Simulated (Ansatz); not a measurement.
Compare A (`B1OC=CO1`) with its isomer B (`O=C1CBO1`).

Calculated with Ansatz (gas phase, PBE0-D4/def2-TZVP geometries, no zero-point term in ΔE). CCSD(T)/CBS is the MP2 limit (def2-TZVPP, def2-QZVPP) plus CCSD(T) − MP2 in def2-TZVPP, frozen cores. DFT in def2-TZVPP. B3LYP here is the variant with VWN-RPA as its local correlation; programs differ in this.

Task: Which isomer does CCSD(T)/CBS put lower? Give the gap. (Estimate.)

Result: Computed: A, by 24.3 kcal/mol.

Task: Give E(B) − E(A) in kcal/mol with HF/def2-TZVPP, CCSD/def2-TZVPP, CCSD(T)/def2-SVP, B3LYP, r2SCAN-D4, CCSD(T)/def2-TZVPP, PBE0-D4. (An estimate is asked.)

Result: Computed: HF/def2-TZVPP 22.1, CCSD/def2-TZVPP 23.4, CCSD(T)/def2-SVP 24.0, B3LYP 23.2, r2SCAN-D4 22.2, CCSD(T)/def2-TZVPP 23.4, PBE0-D4 22.0. None reverses the order clearly.

Task: Does the order hold for the free energy at 298.15 K (harmonic terms from PBE0-D4)? (Best estimate.)

Result: Ansatz gave: Yes: G(B) − G(A) = +21.5 kcal/mol.

Largest T1 diagnostic: 0.016.

From PBE to PBE0 (25 % exact exchange), in def2-TZVPP and without D4, E(B) − E(A) moves by +1.1 kcal/mol. Leaving LDA and LC-ωPBE aside and taking each functional with its dispersion term where it has one, the values, not all of them listed here, spread over 4.9 kcal/mol, from revPBE-D4 to BHLYP-D4. LDA lies +5.4 kcal/mol from PBE without D4.
